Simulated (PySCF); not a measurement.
C4H10SSi, SMILES C=CC[SiH2]SC, singlet, GFN2-xTB optimised geometry.

```
16

C      2.75    -1.88    -1.06
C      2.19    -1.29    -0.01
C      1.69     0.10     0.00
Si    -0.21     0.10     0.00
S     -0.83     2.16     0.00
C     -2.64     1.91    -0.02
H      2.89    -1.36    -1.99
H      3.09    -2.90    -1.03
H      2.06    -1.84     0.91
H      2.05     0.65    -0.87
H      2.04     0.62     0.89
H     -0.77    -0.53     1.20
H     -0.76    -0.54    -1.19
H     -3.09     2.90    -0.02
H     -2.92     1.37    -0.91
H     -2.94     1.37     0.87
```

Density from PBE0/def2-TZVP (PySCF) at that geometry.

Minimum of the electron density along straight lines between bonded atoms, close to the bond critical point (lines longer than 1.1 times the sum of covalent radii, or with two minima, are not listed):

```
bond     length / Å  ρ at the minimum / e bohr⁻³  ∇²ρ there / e bohr⁻⁵  position (fraction from the first atom)
-------  ----------  ---------------------------  --------------------  ---------------------------------------
C1–C2         1.320                        0.359                 -1.12                                     0.49
C2–C3         1.486                        0.263                 -0.69                                     0.51
C3–Si4        1.897                        0.118                  0.14                                     0.61
Si4–S5        2.145                        0.099                  0.10                                     0.36
S5–C6         1.817                        0.177                 -0.28                                     0.53
C1–H7         1.078                        0.286                 -1.02                                     0.64
C1–H8         1.076                        0.287                 -1.03                                     0.64
C2–H9         1.082                        0.287                 -1.02                                     0.64
C3–H10        1.090                        0.275                 -0.93                                     0.64
C3–H11        1.091                        0.274                 -0.92                                     0.64
Si4–H12       1.464                        0.125                  0.19                                     0.49
Si4–H13       1.463                        0.126                  0.19                                     0.49
C6–H14        1.085                        0.283                 -0.99                                     0.65
C6–H15        1.085                        0.283                 -0.99                                     0.65
C6–H16        1.085                        0.283                 -0.99                                     0.65
```
